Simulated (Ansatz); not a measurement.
**ZnH₂, singlet: CASSCF and its corrections**

Program: Ansatz, Gaussian basis, development build. Basis 6-31G, nonrelativistic, 5 orbitals frozen in the corrections. State-specific CASSCF; RHF is the lowest restricted (open-shell) Hartree–Fock solution met. Small basis; these aren't basis-limit values. Solutions may break the symmetry of the shape. The lowest solution met needn't be the lowest there is, nor hold the orbitals that a chemist would pick.

Geometry:

| atom | x (Å) | y (Å) | z (Å) |
| --- | --- | --- | --- |
| Zn | 0.0000 | 0.0000 | 0.0000 |
| H | 0.0000 | 0.0000 | 1.6830 |
| H | 0.0000 | 0.0000 | -1.6830 |

Question: What do CASSCF and its corrections give against RHF in CAS(2,2), and what are the occupations?

Answer: CASSCF -0.441 eV, SC-NEVPT2 -7.468 eV; occupations 1.97, 0.03.

Question: How do single-reference totals in the same basis and frozen core stand against SC-NEVPT2 in CAS(2,2)?

Answer: CCSD(T) +0.453 eV, CCSDT +0.448 eV. Coupled cluster stands on the determinant that it favours, which can lie over the RHF solution above, and is in doubt where the occupations are far from 0, 1 and 2.
